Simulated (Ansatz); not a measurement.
Relaxation of CH6FOPSi (11 atoms, charge 0, multiplicity 1), to a largest force component of 0.02 eV/Å in at most 50 steps.

These are results of RKS PBE0/cc-pVDZ in Ansatz 0.2.0, not measurements.

```xyz
11
Properties=species:S:1:pos:R:3
C -1.489 0.865 -0.498
O -0.638 -0.177 -0.373
Si 0.872 0.158 0.145
F 0.873 1.114 1.441
P 1.852 -1.760 0.702
H -2.487 0.531 -0.885
H -1.704 1.395 0.459
H -1.132 1.663 -1.242
H 3.127 -1.185 0.768
H 1.462 -2.475 -0.407
H 0.782 -2.228 1.548
```

Task: Where does it end, and by what steps?

Result: The run converged. After 22 steps the energy has fallen by 3.297 eV; O2 moved furthest, 1.30 Å. Parted: Si3–P5 (2.22 → 2.99 Å).

```json
{"step": "0", "energy less start (eV)": "0.0000", "largest force component (eV/Å)": "4.891", "accepted": "yes"}
{"step": "1", "energy less start (eV)": "-1.5416", "largest force component (eV/Å)": "2.371", "accepted": "yes"}
{"step": "2", "energy less start (eV)": "-2.5357", "largest force component (eV/Å)": "1.029", "accepted": "yes"}
{"step": "3", "energy less start (eV)": "-2.9001", "largest force component (eV/Å)": "0.984", "accepted": "yes"}
{"step": "4", "energy less start (eV)": "-3.0494", "largest force component (eV/Å)": "0.731", "accepted": "yes"}
{"step": "5", "energy less start (eV)": "-3.1075", "largest force component (eV/Å)": "0.399", "accepted": "yes"}
{"step": "6", "energy less start (eV)": "-3.1209", "largest force component (eV/Å)": "0.375", "accepted": "yes"}
{"step": "7", "energy less start (eV)": "-3.1362", "largest force component (eV/Å)": "0.273", "accepted": "yes"}
{"step": "8", "energy less start (eV)": "-3.1543", "largest force component (eV/Å)": "0.255", "accepted": "yes"}
{"step": "9", "energy less start (eV)": "-3.1638", "largest force component (eV/Å)": "0.337", "accepted": "yes"}
{"step": "10", "energy less start (eV)": "-3.1824", "largest force component (eV/Å)": "0.460", "accepted": "yes"}
{"step": "11", "energy less start (eV)": "-3.2069", "largest force component (eV/Å)": "0.404", "accepted": "yes"}
{"step": "12", "energy less start (eV)": "-3.2116", "largest force component (eV/Å)": "0.763", "accepted": "yes"}
{"step": "13", "energy less start (eV)": "-3.2536", "largest force component (eV/Å)": "0.204", "accepted": "yes"}
{"step": "14", "energy less start (eV)": "-3.2644", "largest force component (eV/Å)": "0.516", "accepted": "yes"}
{"step": "15", "energy less start (eV)": "-3.2825", "largest force component (eV/Å)": "0.340", "accepted": "yes"}
{"step": "16", "energy less start (eV)": "-3.2872", "largest force component (eV/Å)": "0.171", "accepted": "yes"}
{"step": "17", "energy less start (eV)": "-3.2845", "largest force component (eV/Å)": "0.325", "accepted": "no"}
{"step": "18", "energy less start (eV)": "-3.2949", "largest force component (eV/Å)": "0.072", "accepted": "yes"}
{"step": "19", "energy less start (eV)": "-3.2954", "largest force component (eV/Å)": "0.055", "accepted": "yes"}
{"step": "20", "energy less start (eV)": "-3.2963", "largest force component (eV/Å)": "0.067", "accepted": "yes"}
{"step": "21", "energy less start (eV)": "-3.2967", "largest force component (eV/Å)": "0.023", "accepted": "yes"}
{"step": "22", "energy less start (eV)": "-3.2968", "largest force component (eV/Å)": "0.018", "accepted": "yes"}
```

```xyz
11
Properties=species:S:1:pos:R:3
C -1.677 0.909 -0.506
O -0.681 0.796 0.485
Si 0.941 1.183 0.185
F 1.500 0.931 1.740
P 1.688 -1.714 0.261
H -2.086 -0.087 -0.745
H -2.500 1.538 -0.130
H -1.300 1.359 -1.445
H 2.998 -1.890 0.802
H 1.643 -2.973 -0.418
H 0.992 -2.148 1.428
```

Whether the end is a true minimum wasn't checked by a vibrational analysis.

The run took 59 s on 2 threads of AMD EPYC 9R14 (Zen 4) (shared host), peak memory 0.28 GiB.
